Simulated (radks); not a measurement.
The numbers below are computed, except where a source is named.
Charge is removed step by step from the 3s up level of Si3+, starting from [Ne] 3s(up 1, down 0). Code: a radial shooting solver on a logarithmic mesh with Libxc functionals. Model: non-relativistic Kohn-Sham, PBE, spin-polarised, spherical densities, point nucleus.

removed (e)  E - E(0) (eV)  eigenvalue (eV)  E minus straight line (eV)
0                    0.000          -40.317                       0.000
0.125                5.122          -41.637                      -0.575
0.25                10.409          -42.951                      -0.985
0.375               15.860          -44.260                      -1.231
0.5                 21.474          -45.567                      -1.314
0.625               27.252          -46.881                      -1.233
0.75                33.195          -48.221                      -0.986
0.875               39.308          -49.588                      -0.570
1                   45.575          -50.197                       0.000

Removing the whole electron costs 45.575 eV by Delta-SCF, against 40.317 eV from minus the eigenvalue at the starting occupation. Slater's transition state (half an electron removed) gives 45.567 eV. Integrating minus the eigenvalue over the occupation (Janak's theorem) gives 45.561 eV. The mean slope of the eigenvalue, de/dn, is 9.88 eV per electron. Ionisation energy of Si3+ in the NIST Atomic Spectra Database: 45.142 eV (measured).
